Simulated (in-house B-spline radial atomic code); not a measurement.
Spin-orbit splittings of orbital energies (j = l + 1/2 less j = l - 1/2) and ratios of mean radii (lower j over upper j) along the 60-electron series, configuration [Kr] 4d10 4f13 5s1. Computed with a radial B-spline atomic code at the basis-set limit: Dirac-Hartree-Fock, average of the configuration, finite nuclei.

```
  ion   Z  splitting of 3d (eV)  radius ratio of 3d  splitting of 4f (eV)  radius ratio of 4f  splitting of 3p (eV)  radius ratio of 3p
Hg20+  80                93.214             0.97134                4.6508             0.98876                438.83             0.91578
Tl21+  81                98.902             0.97059                 5.097             0.98863                467.04             0.91341
Pb22+  82                104.85             0.96983                5.5719             0.98848                496.77             0.91099
Bi23+  83                111.08             0.96907                6.0766             0.98833                 528.1             0.90853
```
